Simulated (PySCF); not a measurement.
SMILES Clc1ccccc1-c1ccccc1, singlet at its GFN2-xTB optimised geometry (Å):

```
22

Cl    -2.1157    -0.9329    -0.0695
C     -1.2424     0.5631     0.0000
C     -1.9619     1.7466     0.0139
C     -1.2924     2.9571     0.0284
C      0.0922     2.9807     0.0174
C      0.8017     1.7948     0.0000
C      0.1515     0.5631     0.0000
C      0.9404    -0.6822    -0.0083
C      0.7497    -1.6565     0.9662
C      1.5048    -2.8148     0.9518
C      2.4554    -3.0152    -0.0349
C      2.6558    -2.0467    -1.0041
C      1.9067    -0.8844    -0.9889
H     -3.0402     1.7135     0.0094
H     -1.8540     3.8787     0.0429
H      0.6186     3.9232     0.0227
H      1.8819     1.8079     0.0003
H      0.0183    -1.4976     1.7446
H      1.3501    -3.5646     1.7139
H      3.0402    -3.9232    -0.0476
H      3.3974    -2.1975    -1.7750
H      2.0548    -0.1320    -1.7504
```

Method: CAM-B3LYP/def2-SVP run with PySCF. Cells within 0.4 Å of a nucleus heavier than hydrogen are left out (blank, or x).

Map of the electrostatic potential (hartree/e), clipped to [-0.08, 0.12] on the plane z = 0.6 Å:

```
|111111222222222222211111111|
|111112222222222222221111111|
|111122223322223322221111111|
|111122234543335532222111111|
|111222248974469942222111111|
|111222238999999942222111111|
|111222236999999942222211111|
|112222348999999953322211111|
|112224689999999997532211111|
|112236999999899999842211111|
|111225999999999998532111111|
|111122459999999963221111111|
|111111238999999952111111111|
|111100159999999993100001111|
|111000299999799996100000111|
|111000399996599997100000111|
|111000399993499998210000111|
|111101269820299999520000111|
|111111122100179999993000111|
|1111111110000179x9998101111|
|111111110000004999999211111|
|111111110000001699999321111|
|111111111000001134588421111|
|111111111111001112344322111|
|111111111111111111222221111|
|111111111111111111122221111|
|111111111111111111111111111|
```
Scale: ten equal steps from -0.022 (start of '0') to 0.120 (end of '9'), in the order '0123456789'; x runs from -6.00 to 6.00, y from -6.00 (bottom) to 6.00 (top).
